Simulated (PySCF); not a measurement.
Species: C7H8S.
InChI=1S/C7H8S/c1-8-7-5-3-2-4-6-7/h2-6H,1H3

Level: B3LYP/def2-SVPD in PySCF, non-relativistic, on one gas-phase PBE0-D3(BJ)/def2-SVP geometry that isn't relaxed in the solvent. The solvent is an IEF-PCM continuum (van der Waals radii × 1.2), and excitations are vertical TDDFT with non-equilibrium linear response and a frozen core. Only the electrostatic response of the medium enters.

Gas-phase singlets (H = HOMO, L = LUMO):

```tsv
state	E (eV)	λ (nm)	f	leading configurations
S1	4.557	272	0.015	H→L 84%
S2	4.994	248	0.244	H→L+1 84%, H→L 9%
S3	5.088	244	0.000	H→L+2 92%
S4	5.533	224	0.004	H→L+3 90%
S5	5.890	210	0.012	H→L+4 96%
```

Problem. Give the list for chloroform (ε = 4.711), n² = 2.09.

Solution. 
```
state  E (eV)  λ (nm)      f  leading configurations  change by rank (eV)
   S1   4.574     271  0.024      H→L 82%, H→L+1 11%               +0.017
   S2   4.917     252  0.338      H→L+1 82%, H→L 12%               -0.077
   S3   5.214     238  0.000               H→L+2 92%               +0.126
   S4   5.582     222  0.012               H→L+3 89%               +0.049
   S5   5.933     209  0.011               H→L+4 95%               +0.043
```

Problem. How does the list change in acetonitrile (ε = 35.69)?

Solution. 
```json
{"state": "S1", "E (eV)": "4.590", "λ (nm)": "270", "f": "0.022", "leading configurations": "H→L 79%, H→L+1 13%", "change by rank (eV)": "+0.033"}
{"state": "S2", "E (eV)": "4.941", "λ (nm)": "251", "f": "0.319", "leading configurations": "H→L+1 79%, H→L 15%", "change by rank (eV)": "-0.053"}
{"state": "S3", "E (eV)": "5.271", "λ (nm)": "235", "f": "0.001", "leading configurations": "H→L+2 91%", "change by rank (eV)": "+0.183"}
{"state": "S4", "E (eV)": "5.595", "λ (nm)": "222", "f": "0.015", "leading configurations": "H→L+3 89%", "change by rank (eV)": "+0.062"}
{"state": "S5", "E (eV)": "5.966", "λ (nm)": "208", "f": "0.009", "leading configurations": "H→L+4 96%", "change by rank (eV)": "+0.076"}
```

Problem. The ground-state energy changes by -0.182 eV from gas to acetonitrile. By how much does the total energy of gas-phase S2 change?

Solution. E(S2) = E(S0) + excitation energy, so it changes by -0.182 − 0.053 = -0.235 eV: it is lowered more than the ground state, which is what a red shift means. This is the vertical state, with the slow part of the continuum still set for S0.

Problem. How do the frontier levels move from gas to acetonitrile?

Solution. 
```json
{"orbital": "LUMO+2", "gas (eV)": "0.18", "solvent (eV)": "0.35", "change (eV)": "+0.17"}
{"orbital": "LUMO+1", "gas (eV)": "-0.46", "solvent (eV)": "-0.49", "change (eV)": "-0.03"}
{"orbital": "LUMO", "gas (eV)": "-0.56", "solvent (eV)": "-0.59", "change (eV)": "-0.03"}
{"orbital": "HOMO", "gas (eV)": "-5.88", "solvent (eV)": "-5.95", "change (eV)": "-0.07"}
{"orbital": "HOMO-1", "gas (eV)": "-7.18", "solvent (eV)": "-7.22", "change (eV)": "-0.04"}
{"orbital": "HOMO-2", "gas (eV)": "-8.06", "solvent (eV)": "-8.12", "change (eV)": "-0.06"}
{"orbital": "HOMO-3", "gas (eV)": "-8.91", "solvent (eV)": "-8.91", "change (eV)": "0.00"}
```

The HOMO–LUMO gap goes from 5.31 to 5.36 eV. Rows go by rank; for LUMO and LUMO+1 the atom shares or the degeneracy differ between the runs, so the row needn't follow one orbital.

The run took 41 s wall on an Arm Neoverse V1 with one thread (shared host). This is the whole response run at B3LYP/def2-SVPD in acetonitrile, SCF included.

The values belong to the conformer `[CH3:1][S:2][c:3]1[cH:4][cH:5][cH:6][cH:7][cH:8]1`: C1–S2–C3–C4 0°.
